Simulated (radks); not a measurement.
Isoelectronic series with 4 electrons, each ion in its NIST ground configuration. Method: scalar-relativistic Kohn-Sham, r2SCAN, spin-polarised, spherical densities, finite nucleus; meta-GGA in the generalised Kohn-Sham scheme; Fermi nuclear charge, rms radius of each element as measured or else 0.836 A^(1/3) + 0.57 fm; computed with a radial shooting solver on a logarithmic mesh with Libxc functionals. Total energies (hartree) and mean radii <r> (bohr):

| ion | configuration | E (hartree) | 2s | 1s |
|---|---|---|---|---|
| Be | [He] 2s2 | -14.65204 | 2.618 | 0.4182 |
| C2+ | [He] 2s2 | -36.50428 | 1.366 | 0.2690 |
| O4+ | [He] 2s2 | -68.39082 | 0.9332 | 0.1980 |
| Ne6+ | [He] 2s2 | -110.32761 | 0.7098 | 0.1566 |
| Mg8+ | [He] 2s2 | -162.34245 | 0.5728 | 0.1294 |
| Si10+ | [He] 2s2 | -224.47091 | 0.4801 | 0.1102 |
| S12+ | [He] 2s2 | -296.75585 | 0.4131 | 0.09598 |
| Ar14+ | [He] 2s2 | -379.24744 | 0.3624 | 0.08495 |
| Ca16+ | [He] 2s2 | -472.00332 | 0.3227 | 0.07617 |
| Ti18+ | [He] 2s2 | -575.08862 | 0.2907 | 0.06900 |
| Cr20+ | [He] 2s2 | -688.57645 | 0.2644 | 0.06304 |
| Fe22+ | [He] 2s2 | -812.54778 | 0.2423 | 0.05800 |
| Ni24+ | [He] 2s2 | -947.09223 | 0.2236 | 0.05369 |
| Zn26+ | [He] 2s2 | -1092.30734 | 0.2075 | 0.04995 |
| Ge28+ | [He] 2s2 | -1248.30043 | 0.1934 | 0.04668 |
| Se30+ | [He] 2s2 | -1415.18858 | 0.1811 | 0.04379 |
| Kr32+ | [He] 2s2 | -1593.09799 | 0.1701 | 0.04122 |
| Sr34+ | [He] 2s2 | -1782.16550 | 0.1603 | 0.03892 |
| Zr36+ | [He] 2s2 | -1982.53848 | 0.1516 | 0.03684 |
| Mo38+ | [He] 2s2 | -2194.37387 | 0.1436 | 0.03496 |
